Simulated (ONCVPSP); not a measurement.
**Logarithmic derivatives: N (Z = 7), ONCV**

N (Z = 7), optimised norm-conserving Vanderbilt (ONCV), made with ONCVPSP 4.0.1 (LDA (Perdew-Wang 92), scalar-relativistic). Core [He], reference 2s2 2p1 (charge +2). Waves: 2s: rc 0.95 bohr, ncon 4, nbas 7, qcut 8 1/bohr, 2 projectors, debl 3.1 Ha; 2p: rc 1.85 bohr, ncon 4, nbas 7, qcut 8.7 1/bohr, 1 projector. Local part: polynomial inside 0.85 bohr (lpopt 5, dvloc0 0 Ha). Core correction: Teter function, fcfact 2.75, rcfact 1.8.

The phase is arctan(r·R′/R) of the radial function R(r), unwrapped; energies in Ha, scanned from -3 to 5 Ha. A pole is an energy at which the radial function vanishes at the test radius. The pseudo phase is shifted by a multiple of π to meet the all-electron one at the reference energy, and phase errors are pseudo minus all-electron; the curves can meet again beyond the range given. Levels narrower than the energy grid can be missing from the lists of poles.

Task: For each channel, where are the poles, and over which energies does the pseudopotential scatter like the atom?

Result:

```tsv
channel	radius (bohr)	reference energy (Ha)	poles, all-electron	poles, pseudo	unbroken range about the reference energy with phases within 0.05 rad	phase error 1 Ha above the reference energy (rad)
s	0.96	-1.80	4.37	4.36	the whole range	-0.000
p	1.88	-1.38	-1.06, 3.44	-1.06, 4.07	below -0.1	+0.019
```

Phases in the s channel:

| E (Ha) | all-electron | pseudo |
| --- | --- | --- |
| -2.98 | -0.213 | -0.213 |
| -2.76 | -0.336 | -0.336 |
| -2.54 | -0.454 | -0.454 |
| -2.32 | -0.565 | -0.565 |
| -2.10 | -0.666 | -0.666 |
| -1.88 | -0.758 | -0.758 |
| -1.66 | -0.840 | -0.840 |
| -1.44 | -0.913 | -0.913 |
| -1.22 | -0.978 | -0.978 |
| -1.00 | -1.035 | -1.035 |
| -0.78 | -1.086 | -1.086 |
| -0.56 | -1.132 | -1.132 |
| -0.34 | -1.173 | -1.173 |
| -0.12 | -1.210 | -1.210 |
| 0.10 | -1.243 | -1.243 |
| 0.32 | -1.273 | -1.273 |
| 0.54 | -1.300 | -1.300 |
| 0.76 | -1.325 | -1.325 |
| 0.98 | -1.348 | -1.348 |
| 1.20 | -1.370 | -1.370 |
| 1.42 | -1.389 | -1.389 |
| 1.64 | -1.408 | -1.408 |
| 1.86 | -1.425 | -1.425 |
| 2.08 | -1.441 | -1.441 |
| 2.30 | -1.456 | -1.456 |
| 2.52 | -1.471 | -1.471 |
| 2.74 | -1.485 | -1.485 |
| 2.96 | -1.498 | -1.498 |
| 3.18 | -1.510 | -1.510 |
| 3.40 | -1.522 | -1.522 |
| 3.62 | -1.534 | -1.534 |
| 3.84 | -1.545 | -1.545 |
| 4.06 | -1.556 | -1.556 |
| 4.28 | -1.567 | -1.567 |
| 4.50 | -1.577 | -1.578 |
| 4.72 | -1.587 | -1.588 |
| 4.94 | -1.597 | -1.598 |
